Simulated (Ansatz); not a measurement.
The cation of `CC[O][Sn]([CH3])([Cl])[Cl]` at the neutral geometry.

```yaml
crystal:
  periodic: [false, false, false]
  atoms:
    - {symbol: C, position_ang: [1.183991, -0.847104, 1.939276]}
    - {symbol: C, position_ang: [-0.119688, -1.250547, 1.290547]}
    - {symbol: O, position_ang: [-0.741906, -0.190458, 0.584975]}
    - {symbol: Sn, position_ang: [0.005766, 0.602203, -1.021132]}
    - {symbol: C, position_ang: [-1.523690, 1.511804, -2.154993]}
    - {symbol: Cl, position_ang: [1.636660, 2.149846, -0.438298]}
    - {symbol: Cl, position_ang: [1.109801, -1.100570, -2.151262]}
    - {symbol: H, position_ang: [1.580627, -1.673069, 2.535489]}
    - {symbol: H, position_ang: [1.938454, -0.587478, 1.190802]}
    - {symbol: H, position_ang: [1.040703, 0.016092, 2.592252]}
    - {symbol: H, position_ang: [-0.841011, -1.560327, 2.054012]}
    - {symbol: H, position_ang: [0.039967, -2.110319, 0.627579]}
    - {symbol: H, position_ang: [-2.082822, 2.180998, -1.502517]}
    - {symbol: H, position_ang: [-1.071026, 2.073486, -2.970055]}
    - {symbol: H, position_ang: [-2.177824, 0.734845, -2.547278]}
basis:
  gaussian: {orbitals: def2-TZVPP}
total_charge: 1
magnetization: {spin_polarized: true, initial_magnetization: 1}
hamiltonian: {xc: r2scan, dispersion: d4}
```

```sh
$ ansatz run in.yaml --threads 3 --pin off --events-out ev --progress --plain --backend cuda
```

Output, abridged:

```
Functional definition: r2SCAN
  name "r2SCAN"
  cite "Furness, Kaplan, Ning, Perdew & Sun, J. Phys. Chem. Lett. 11, 8208 (2020) doi:10.1021/acs.jpclett.0c02405"
  cite "Furness, Kaplan, Ning, Perdew & Sun, J. Phys. Chem. Lett. 11, 9248 (2020) doi:10.1021/acs.jpclett.0c03077"
  parent r2scan
  parameter k0 = 0.174
  parameter k1 = 0.065
  parameter a1 = 4.9479
  exchange = r2scan_x(k0 = k0, k1 = k1, a1 = a1)
  correlation = r2scan_c
2139 factors; their error is unknown
mean field evaluation 1: about -36132.1645 eV, gradient 7.7e1 eV
mean field evaluation 2: about -35935.8566 eV, gradient 1.8e2 eV
mean field evaluation 4: about -36154.4864 eV, gradient 3.5e1 eV
mean field evaluation 8: about -36159.4711 eV, gradient 3.8e0 eV
mean field evaluation 16: about -36159.5796 eV, gradient 7.9e-2 eV
mean field evaluation 32: about -36159.5290 eV, gradient 1.1e-4 eV
mean field -36159.52898970 eV, -1328.8381805625 hartree, gradient 9.6e-6 eV, S^2 0.755272; 10 other end points of the search recorded, 0 dependent functions left out
reference -36159.52900678 eV, -1328.8381811901 hartree; 45, 44 occupied and 325, 326 virtual orbitals, 2139 factors
Total energy: -36159.63326979 eV, -1328.8420127851 hartree
```

It took 15 s on 3 threads of an AMD EPYC 7R13 on a shared host and a share of an NVIDIA H100 80 GB, with 1.1 GiB of host memory at the peak.
